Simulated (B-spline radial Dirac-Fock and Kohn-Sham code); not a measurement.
Satellites and hypersatellites of the K lines of Ga²⁺

System: the Ga²⁺ ion, configuration [Ar] 3d10 4s1.

Model: relaxed Dirac-Fock hole states (ΔSCF) with Breit and QED corrections and a finite nucleus. Program: an atomic code on a B-spline grid. Each two-hole energy is an average over J within one jj subconfiguration, not an observable level; in light atoms, where LS coupling holds, the j-resolved values are not observed lines, and for a K spectator the Kα1 hypersatellite is nearly forbidden. No correlation.

Lines without a spectator: Kα2 (K-L2) 9224.1 eV, Kα1 (K-L3) 9251.2 eV, Kβ3 (K-M2) 10258.6 eV, Kβ1 (K-M3) 10262.2 eV. Shifts in eV with one spectator hole (a dash: not computed, or left out as unreliable):

```csv
spectator hole,Kα2,Kα1,Kβ3,Kβ1
L2 (2p1/2),+32.1,+39.4,–,+85.7
L3 (2p3/2),+35.7,+34.4,+81.7,–
M2 (3p1/2),–,+3.05,+6.00,+7.94
M3 (3p3/2),+2.69,–,+7.33,+6.84
M4 (3d3/2),-0.10,-1.10,–,–
M5 (3d5/2),-1.20,-0.55,–,–
```

Question: Where does the K-L3 hypersatellite lie, emitted when both K electrons are missing?

Answer: +334.6 eV from the normal line, at 9585.8 eV. Removing both K electrons costs 21243.1 eV, which is 445.9 eV more than twice the K binding energy.

With n spectator holes in 2p, averaged over the 2p shell (energies in eV):

| n | KαLⁿ | step | hypersatellite KαʰLⁿ |
| --- | --- | --- | --- |
| 0 | 9242.1 | – | 9575.5 |
| 1 | 9278.0 | +35.9 | 9612.6 |
| 2 | 9315.0 | +36.9 | 9650.7 |
| 3 | 9353.0 | +38.0 | 9689.9 |
| 4 | 9392.0 | +39.0 | 9730.2 |
| 5 | 9432.1 | +40.1 | 9771.5 |
